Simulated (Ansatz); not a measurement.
A nudged elastic band was laid between two geometries of CH7NOSi (11 atoms, charge 0, multiplicity 1).

Computed with Ansatz, RKS PBE-D4/6-31G.

```yaml
movable_images: 5
climbing_image: yes
spring: 5.0 eV/Å²
optimiser: quadratic models (default)
start_path: IDPP
force_threshold: 0.05 eV/Å
iteration_limit: 60
end_points: relaxed
```

Initial state:

```xyz
11
Properties=species:S:1:pos:R:3
N -0.935 -0.064 -1.029
C 0.257 0.677 -0.537
Si 0.706 -0.152 1.184
O -0.116 -1.682 0.993
H -0.977 -0.174 -2.045
H -1.821 0.295 -0.664
H 0.122 1.774 -0.479
H 1.094 0.484 -1.230
H 0.174 0.663 2.353
H 2.205 -0.318 1.345
H -0.643 -1.560 0.129
```

Final state:

```xyz
11
Properties=species:S:1:pos:R:3
N -0.072 -0.464 -1.539
C 0.300 0.656 -0.682
Si 0.448 -0.033 1.109
O -0.975 -1.015 1.440
H -0.087 -0.295 -2.543
H -0.842 -1.039 -1.202
H -0.390 1.537 -0.694
H 1.299 1.040 -0.967
H 0.570 1.116 2.108
H 1.607 -0.986 1.236
H -1.794 -0.573 1.753
```

Q: Which bonds break or form, and what moves?

A: No bond is made or broken. The dihedral H8–C2–Si3–H10 goes from 24 to -51°.

Q: Give the energies along the band, and the barrier.

A: It converged. The highest image is number 3 of 0 to 6, 5.6 kcal/mol above the first end and 2.3 kcal/mol above the last; the last end lies 3.4 kcal/mol above the first. A vibrational analysis at the climbing image gives one clearly imaginary mode, 329i cm⁻¹: a first-order saddle point. Limits of this set-up: no polarisation functions.

| image | path coordinate (Å) | energy (kcal/mol) | dihedral H8–C2–Si3–H10 (°) |
| --- | --- | --- | --- |
| 0 | 0.00 | 0.0 | 24 |
| 1 | 1.52 | 0.3 | -15 |
| 2 | 3.05 | 2.4 | -30 |
| 3 | 4.57 | 5.6 | -58 |
| 4 | 4.87 | 4.8 | -57 |
| 5 | 5.18 | 3.7 | -55 |
| 6 | 5.48 | 3.4 | -51 |

Q: What is the geometry of the highest image?

A: 
```xyz
11
Properties=species:S:1:pos:R:3:forces:R:3
N -0.248 -0.242 -1.563 0.00 0.00 0.00
C 0.128 0.734 -0.540 0.00 0.00 0.00
Si 0.606 -0.153 1.108 0.00 0.00 -0.01
O -0.724 -1.078 1.782 0.00 0.00 0.01
H -0.289 0.104 -2.521 0.00 0.00 0.00
H -1.030 -0.854 -1.337 0.00 0.00 0.00
H -0.621 1.538 -0.334 0.00 0.00 0.00
H 1.051 1.253 -0.863 0.00 0.00 0.00
H 0.992 0.894 2.137 0.00 0.00 0.00
H 1.768 -1.089 0.857 0.00 0.00 0.00
H -1.569 -1.165 1.294 0.00 0.00 -0.01
```

Q: What are the harmonic wavenumbers there?

A: 329i, 81, 153, 232, 298, 501, 530, 613, 659, 706, 787, 866, 900, 928, 1079, 1086, 1238, 1317, 1480, 1669, 2101, 2130, 2850, 2999, 3477, 3594, 3652 cm⁻¹.

The band took 19 iterations and of the order of 4 core-minutes.

The run took 3.6 min on 1 thread of Arm Neoverse V2, with other jobs on the host, peak memory 0.1 GiB.
